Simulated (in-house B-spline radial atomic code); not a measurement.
# Binding energies in W+

NIST's tabulated ground configuration is [Xe] 4f14 5d4 6s1; each binding energy is the energy of the ion with one electron taken from that subshell, relaxed, less that of the parent. All numbers are computed (Dirac-Hartree-Fock, average of configuration; Fermi nucleus of rms radius 5.3658 fm) with a radial B-spline atomic code at the basis-set limit, not measured. Energies include first-order Breit, QED and recoil terms.

| subshell | X-ray name | binding energy (eV) | -ε (eV) | relaxation (eV) |
| --- | --- | --- | --- | --- |
| 2p1/2 | L2 | 11559.2 | 11660.1 | 58.6 |
| 2p3/2 | L3 | 10221.8 | 10304.5 | 55.5 |
| 3p1/2 | M2 | 2593.4 | 2633.5 | 32.1 |
| 3p3/2 | M3 | 2300.5 | 2335.8 | 30.4 |
| 4p1/2 | N2 | 514 | 528.8 | 13.2 |
| 4p3/2 | N3 | 446.2 | 459.1 | 12.1 |
| 5p1/2 | O2 | 64.66 | 67.77 | 2.93 |
| 5p3/2 | O3 | 54.86 | 57.43 | 2.50 |
| 4f5/2 | N6 | 49.07 | 58.88 | 9.97 |
| 4f7/2 | N7 | 46.94 | 56.46 | 9.76 |
| 5d | O4,5 | 15.31 | 16.40 | 1.12 |
| 6s | P1 | 14.08 | 14.31 | 0.20 |

Relaxation = -ε minus the binding energy without Breit, QED and recoil terms.

Question: What does it cost to remove both a 2p1/2 and a 5d electron?

Answer: 11588 eV, which is 13.06 eV more than the two single binding energies together.

Question: What does it cost to remove two 5p3/2 electrons?

Answer: 123.9 eV, which is 14.19 eV more than the two single binding energies together.

Question: What does it cost to remove both a 3p3/2 and a 5d electron?

Answer: 2328.8 eV, which is 12.98 eV more than the two single binding energies together.
